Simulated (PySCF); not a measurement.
# Radial density of Cl²⁺ (chlorine, charge +2)

M06-L, [Ne] 3s2 3p3, high-spin 4S determinant. Computed with PySCF 2.14 in pcseg-2 (5s4p2d1f, 34 functions), with no relativity, point nucleus.

```tsv
r (bohr)	4πr²ρ (e/bohr)	4πr²(ρα − ρβ)
0.00194	0.1430	0.0000
0.00326	0.3860	0.0001
0.00549	1.014	0.0003
0.00923	2.523	0.0007
0.0155	5.770	0.0018
0.0261	11.40	0.0050
0.0439	17.77	0.0174
0.0739	19.12	0.0696
0.124	14.13	0.2389
0.209	15.49	0.5008
0.352	18.89	0.3339
0.591	8.080	0.0456
0.995	3.594	1.5970
1.67	3.076	1.8717
2.81	0.3797	0.2613
4.73	0.003298	0.0023
```
